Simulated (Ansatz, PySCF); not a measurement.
Process, species as SMILES: S[Si](S)(Cl)Cl → S[Si](S)Cl + Cl atom (the Cl-Si bond at the site shown breaks; other sites are not compared here)
Geometries: B3LYP-D3(BJ)/def2-TZVP minima from Ansatz (an electronic-structure program), one conformer each, not searched for the lowest.

Wanted: bond dissociation energy (0 K, with B3LYP-D3(BJ) harmonic zero-point energies from PySCF), in kcal/mol. Valence correlation only, unless marked. Open shells are spin-unrestricted. Spin-orbit coupling is left out. Non-relativistic unless marked X2C. Basis-set limits of correlation are two-point, X^-3; Hartree-Fock from the larger set.

| level | program | bond dissociation energy (kcal/mol) |
|---|---|---|
| HF/cc-pV(D+d)Z | Ansatz | 77.6 |
| PBE/def2-TZVPD | Ansatz | 102.1 |
| B97M-V/def2-TZVPD | Ansatz | 108.1 |
| HSE06-D4/def2-TZVPD | Ansatz + dftd4 | 105.1 |
| CCSD(T)/6-31G | Ansatz | 61.4 |
| X2C-CCSD(T)/cc-pVTZ-DK | Ansatz | 102.0 |
| CCSD(T)/CBS(cc-pV(T+d)Z,cc-pV(Q+d)Z) | Ansatz | 109.6 |
